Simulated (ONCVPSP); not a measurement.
## Which change was made? (Mo, ONCV)

Mo (Z = 42), optimised norm-conserving Vanderbilt (ONCV), made with ONCVPSP 4.0.1 (PBE, fully relativistic). Core [Ar] 3d10, reference 4s2 4p6 4d5 5s1. Waves: 4s+5s: rc 1.65 bohr, ncon 4, nbas 7, qcut 7.4 1/bohr, 2 projectors; 4p: rc 1.45 bohr, ncon 4, nbas 8, qcut 7.5 1/bohr, 2 projectors, debl 1.4 Ha; 4d: rc 2.30 bohr, ncon 4, nbas 9, qcut 7.6 1/bohr, 2 projectors, debl 3.1 Ha. Local part: polynomial inside 1.30 bohr (lpopt 1, dvloc0 0 Ha). Core correction: Teter function, fcfact 5.25, rcfact 1.3.

Open shells are filled in proportion to 2j + 1.

Cutoffs, loose and tight: the cutoffs (Ha) at which the residual kinetic energy of the hardest occupied pseudo-wave falls to 1 and 0.1 mHa per electron. They do not see the model core or the augmentation charge, which bear on the density cutoff. Test errors are all-electron minus pseudo excitation energies from the reference, over the configurations 4s2 4p6 4d5 5s0; 4s2 4p6 4d4 5s0; 4s2 4p6 4d3 5s0; 4s2 4p6 4d4 5s2; variants that change the core or the reference have their own tests.

The base gives: outcome: generated; cutoff, loose: 22 Ha; cutoff, tight: 29 Ha; bound ghosts: none; GHOST(+) flags above zero: none; largest test error (meV): +13.

Problem. After one change the result is: outcome: generated; cutoff, loose: 19 Ha; cutoff, tight: 87 Ha; bound ghosts: none; GHOST(+) flags above zero: s; largest test error (meV): +27. Which change was it?
A. s: qcut 5.2; p: qcut 5.2; d: qcut 5.3
B. s: qcut 9.5; p: qcut 9.6; d: qcut 9.8
C. s: qcut 6; p: qcut 6.1; d: qcut 6.2

Solution. C. The others give: s: qcut 9.5; p: qcut 9.6; d: qcut 9.8 → outcome: generated; cutoff, loose: 30 Ha; cutoff, tight: 36 Ha; bound ghosts: none; GHOST(+) flags above zero: none; largest test error (meV): +14 | s: qcut 5.2; p: qcut 5.2; d: qcut 5.3 → outcome: generated; cutoff, loose: 29 Ha; cutoff, tight: 92 Ha; bound ghosts: none; GHOST(+) flags above zero: d5/2, d3/2; largest test error (meV): +46.
